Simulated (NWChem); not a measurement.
Molecule: TiOF2; SMILES [O]=[Ti]([F])[F]

```xyz
4

Ti     0.0247    -0.0763     0.0000
O      1.5815     0.2024     0.0000
F     -0.7579     0.1357    -1.5746
F     -0.7579     0.1357     1.5746
```
Atoms are numbered in this order, from 1.

Level: PBE0/def2-SVP (NWChem), optimised geometry, unscaled harmonic frequencies. 

Question: List the harmonic frequencies with IR intensities, and the thermochemistry.

Answer: 
```
frequency (cm⁻¹)  IR intensity (km/mol)
----------------  ---------------------
82                                110.2
209                                14.1
281                                 4.7
714                                70.6
830                               254.7
1155                              231.0
```

The zero-point energy is 4.7 kcal/mol, the thermal correction to the enthalpy at 298.15 K (with zero-point energy) is 8.3 kcal/mol and the heat capacity Cv is 13.1 cal/(mol K). The entropy at 298.15 K and 1 atm (symmetry number 1) is 72.9 cal/(mol K). The dipole moment is 2.26 D.

Rigid rotor and harmonic oscillator; modes under 100 cm⁻¹ make the entropy uncertain.
